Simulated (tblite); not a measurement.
Species: C₇H₁₆N₂.
Atom-mapped SMILES: `[CH3:1][NH:2]/[N:3]=[C:4](\[CH3:5])[C:6]([CH3:7])([CH3:8])[CH3:9]` (hydrogens: H10, H11, H12 on C1; H13 on N2; H14, H15, H16 on C5; H17, H18, H19 on C7; H20, H21, H22 on C8; H23, H24, H25 on C9)

Computed geometry: GFN2-xTB, gas phase.

(1) List the bond lengths, angles and torsions at this level.

## Answers

(1) 
```tsv
bond	length (Å)
C1–N2	1.443
N2–N3	1.346
N3=C4	1.269
C4–C5	1.510
C4–C6	1.516
C6–C7, C6–C8, C6–C9	1.533
C1–H10	1.098
C1–H11, C1–H12	1.089
N2–H13	1.020
C5–H14, C5–H15, C5–H16	1.089
C7–H17 and 8 like bonds	1.087
```

Bonds in one row agree within 0.01 Å and their mean is given. A selection of angles:
```tsv
angle	degrees
N2–C1–H10	113.2
N2–C1–H11	109.1
N2–C1–H12	107.6
H10–C1–H11	108.9
C1–N2–N3	114.4
C1–N2–H13	114.3
N3–N2–H13	117.8
N2–N3–C4	123.2
N3–C4–C5	123.9
N3–C4–C6	117.1
C5–C4–C6	118.9
C4–C5–H14	110.3
C4–C5–H16	111.8
H14–C5–H15	107.9
H15–C5–H16	108.6
C4–C6–C7	110.2
C7–C6–C8	108.8
C6–C7–H17	110.1
H17–C7–H18	109.1
H18–C7–H19	108.0
C6–C8–H20	111.6
```

Dihedral angles: C1–N2–N3–C4 -159° (antiperiplanar); N2–N3–C4–C5 4° (synperiplanar); N3–C4–C6–C7 2° (synperiplanar). The mirror-image conformer, all signs reversed, is as good.

N3 (C=N nitrogen) is bent (angle 123.2°). The C–C distances run from 1.510 Å (C4–C5, drawn single) to 1.534 Å (C6–C9, drawn single), a spread of 0.024 Å. The 2 C–N bonds span 1.269 Å (N3=C4, drawn double) to 1.443 Å (C1–N2, drawn single), a spread of 0.174 Å. Of the pairs four or more bonds apart, C5···H13 is among the closest relative to their van der Waals radii: 2.53 Å, 87 % of the sum of Bondi's values. N2 (nitrogen bonded to C, N and H) is pyramidal (angles 117.8°, 114.4° and 114.3°, sum 346.4°, 0.27 Å off the plane of its three neighbours).

Point group: C1 (no symmetry element, even within 0.4 Å). Its GFN2-xTB frequencies are all real (lowest 43 cm⁻¹). One conformer, not necessarily the lowest. 2 starts were optimised and ended at 0.00 and 0.02 kcal/mol (GFN2-xTB); the lowest of these is shown.

Time: 1.6 s of wall time. Hardware: one thread, Arm Neoverse V1 (aarch64), no GPU (shared host). That covers the optimisation of the geometry.
